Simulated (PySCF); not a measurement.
SbCl5, SMILES [Cl][Sb]([Cl])([Cl])([Cl])[Cl].

Geometry: PBE0-D3(BJ)/def2-SVP. The isomer is the one that the SMILES or the coordinates give; other isomers of the formula were not compared. The def2 effective core potentials stand for the cores of Sb; spin–orbit coupling is left out.

The numbers are results of TDDFT-M06-2X/def2-SVPD in PySCF, not measurements.

Vertical excitations; the highest root listed may be one member of a degenerate set. Gas-phase values at a fixed geometry. State labels are in the subgroup C2v.

Computed lowest excited states:
```json
[
 {"state": "S1", "symmetry": "A2", "energy (eV)": "3.74", "λ (nm)": "332", "f": "0.000", "main pairs": "HOMO→LUMO (degenerate set)"},
 {"state": "S2", "symmetry": "B2", "energy (eV)": "3.74", "λ (nm)": "332", "f": "0.000", "main pairs": "HOMO−1→LUMO (degenerate set)"},
 {"state": "S3", "symmetry": "B1", "energy (eV)": "4.17", "λ (nm)": "298", "f": "0.010", "main pairs": "HOMO−2→LUMO (degenerate set)"},
 {"state": "S4", "symmetry": "A1", "energy (eV)": "4.17", "λ (nm)": "298", "f": "0.010", "main pairs": "HOMO−3→LUMO (degenerate set)"},
 {"state": "S5", "symmetry": "B2", "energy (eV)": "4.45", "λ (nm)": "279", "f": "0.053", "main pairs": "HOMO−4→LUMO 95 %"},
 {"state": "S6", "symmetry": "B1", "energy (eV)": "4.56", "λ (nm)": "272", "f": "0.000", "main pairs": "HOMO−6→LUMO 95 %"},
 {"state": "S7", "symmetry": "A1", "energy (eV)": "5.01", "λ (nm)": "248", "f": "0.040", "main pairs": "HOMO−7→LUMO (degenerate set)"},
 {"state": "S8", "symmetry": "B1", "energy (eV)": "5.01", "λ (nm)": "248", "f": "0.040", "main pairs": "HOMO−8→LUMO (degenerate set)"},
 {"state": "S9", "symmetry": "A2", "energy (eV)": "5.28", "λ (nm)": "235", "f": "0.000", "main pairs": "HOMO−9→LUMO (degenerate set)"},
 {"state": "S10", "symmetry": "B2", "energy (eV)": "5.28", "λ (nm)": "235", "f": "0.000", "main pairs": "HOMO−10→LUMO (degenerate set)"},
 {"state": "T1", "symmetry": "A2", "energy (eV)": "3.47", "λ (nm)": "358", "f": "0", "main pairs": "HOMO→LUMO (degenerate set)"},
 {"state": "T2", "symmetry": "B2", "energy (eV)": "3.47", "λ (nm)": "358", "f": "0", "main pairs": "HOMO−1→LUMO (degenerate set)"},
 {"state": "T3", "symmetry": "B1", "energy (eV)": "3.84", "λ (nm)": "323", "f": "0", "main pairs": "HOMO−2→LUMO (degenerate set)"},
 {"state": "T4", "symmetry": "A1", "energy (eV)": "3.84", "λ (nm)": "323", "f": "0", "main pairs": "HOMO−3→LUMO (degenerate set)"}
]
```
Triplets are in the Tamm–Dancoff approximation, which puts them higher than full response would, so one can lie above its singlet here.
